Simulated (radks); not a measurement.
Results of a calculation; reference values are marked as such.
Ionisation of the rubidium ion Rb+, [Kr], to [Ar] 3d10 4s2 4p5 as the strength of local exchange is varied. Level of theory: scalar-relativistic Kohn-Sham, Slater X-alpha exchange (alpha = 2/3 is LDA exchange), no correlation, spin-polarised, spherical densities, finite nucleus; Fermi nuclear charge, rms radius 4.2036 fm (a radial shooting solver on a logarithmic mesh with Libxc functionals).

alpha = 0.59: E(Rb+) (hartree) -2963.37320; exchange (hartree) -82.52271; IE (eV) 24.814; -e of the level emptied (eV) 19.207 (4p); <r> of it (bohr) 1.748
alpha = 0.654: E(Rb+) (hartree) -2972.34868; exchange (hartree) -91.73739; IE (eV) 25.815; -e of the level emptied (eV) 20.170 (4p); <r> of it (bohr) 1.728
alpha = 0.667: E(Rb+) (hartree) -2974.17498; exchange (hartree) -93.61539; IE (eV) 26.020; -e of the level emptied (eV) 20.369 (4p); <r> of it (bohr) 1.724
alpha = 0.78: E(Rb+) (hartree) -2990.09449; exchange (hartree) -110.02867; IE (eV) 27.839; -e of the level emptied (eV) 22.128 (4p); <r> of it (bohr) 1.691
alpha = 0.89: E(Rb+) (hartree) -3005.66847; exchange (hartree) -126.15957; IE (eV) 29.665; -e of the level emptied (eV) 23.902 (4p); <r> of it (bohr) 1.660
alpha = 0.999: E(Rb+) (hartree) -3021.17582; exchange (hartree) -142.29288; IE (eV) 31.528; -e of the level emptied (eV) 25.720 (4p); <r> of it (bohr) 1.630

NIST Atomic Spectra Database: 27.290 eV (measured). The Delta-SCF value meets it near alpha = 0.75. Open shells are spherical and high-spin; term and fine-structure splittings are not resolved.
